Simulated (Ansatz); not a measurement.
Ansatz (a program for electronic structure) input:

Ansatz 0.2 input:
```yaml
crystal:
  periodic: [false, false, false]
  atoms:
    - {symbol: Zn, position_ang: [-0.00000000, -0.00000000, -1.26024438]}
    - {symbol: Br, position_ang: [0.00000000, 0.00000000, 1.08020947]}
basis:
  gaussian:
    orbitals: def2-SVPD
magnetization: {spin_polarized: true, initial_magnetization: 1}
correlation: {method: ccsd_t, electrons: outside_noble_gas}
output: {forces: true}
```

What final total energy does it print?

-4350.12406 Eh (CCSD(T)/def2-SVPD). The basis has 75 functions.

The spin state was set by rule; other spins were not relaxed.
